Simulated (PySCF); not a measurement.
Here is a job for PySCF.
```python
from pyscf import gto, scf, dft

mol = gto.Mole()
mol.atom = '''
    O     2.617289   -0.438646   -0.753387
    Si    1.540754    0.749311   -0.422225
    O     1.643990    0.999677    1.194188
    O     0.030586    0.320084   -0.813107
    Si   -1.216700   -0.295779    0.051832
    O    -1.244218    0.400355    1.510291
    O    -1.040620   -1.900977    0.180832
    O    -2.588062   -0.020955   -0.761405
    H     2.472075   -1.005482   -1.506383
    H     2.442675    0.715982    1.636217
    H    -0.395002    0.640269    1.881642
    H    -1.528347   -2.455961   -0.420283
    H    -2.879890    0.879442   -0.864992
'''
mol.basis = '6-31g**'
mol.charge = 0
mol.spin = 1
mol.verbose = 4
mol.build()

mf = dft.UKS(mol)
mf.xc = 'm062x'
mf = mf.density_fit(auxbasis='def2-universal-jkfit')
mf.kernel()
```

Problem. Give the <S^2> at the level DF-M062X/6-31G** (PySCF).

Solution. 0.752

Problem. Give the dipole moment at the level DF-M062X/6-31G**.

Solution. 2.00 D

Problem. What Mulliken (on the basis functions themselves) charges in atom order does DF-M062X/6-31G** give?

Solution. O1 -0.64, Si2 0.91, O3 -0.67, O4 -0.66, Si5 1.18, O6 -0.64, O7 -0.63, O8 -0.63, H9 0.35, H10 0.36, H11 0.36, H12 0.35, H13 0.35

These values belong to the state on which the SCF converged, which isn't shown to be the lowest.
